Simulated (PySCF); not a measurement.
Fill in the blanks.

Isocyanopentafluorobenzene, C7F5N.
Bonds: C1–N2 (triple), N2–C3, C3–C4 (aromatic), C4–F5, C4–C6 (aromatic), C6–F7, C6–C8 (aromatic), C8–F9, C8–C10 (aromatic), C10–F11, C10–C12 (aromatic), C12–F13, C3–C12 (aromatic).

| property | level | value |
| --- | --- | --- |
| point group of the GFN2-xTB geometry | GFN2-xTB | ? |
| rotational constants A, B, C of the GFN2-xTB geometry | GFN2-xTB | 1.026, 0.792, 0.447 GHz |
| dipole moment | PBE0/pcSseg-1 | 1.97 D |
| HOMO energy | PBE0/pcSseg-1 | -8.33 eV |
| LUMO energy | PBE0/pcSseg-1 | -2.19 eV |
| 13C chemical shifts (computed TMS as zero) by class | GIAO PBE0/pcSseg-1 | ? |
| isotropic shieldings of nuclei other than C and H, by class | GIAO PBE0/pcSseg-1 | ? |

Gas-phase values; electronic properties from PySCF, density fitting. Isolated species at its GFN2-xTB geometry, gas phase.

**Question.** What is the point group of the GFN2-xTB geometry?

**Answer.** C2v.

**Question.** What are the 13C chemical shifts (computed TMS as zero) by class?

**Answer.** 208.9 (C1), 155.8 (C4/C12), 152.7 (C8), 148.5 (C6/C10), 109.1 (C3) ppm.

**Question.** Give the isotropic shieldings of nuclei other than C and H, by class.

**Answer.** 90 (N2), 320 (F5/F13), 333 (F9), 343 (F7/F11) ppm.

With B = h/(8π²I), that is 505.379 GHz u Å² over I, the principal moments of inertia are 492.4, 637.7 and 1130.1 u Å² (most abundant isotopes). In atomic units the dipole is 0.77 e·bohr (1 au = 2.5417 D). A dipole of 1.97 D is allowed in C2v, and pure rotational transitions are dipole-allowed.
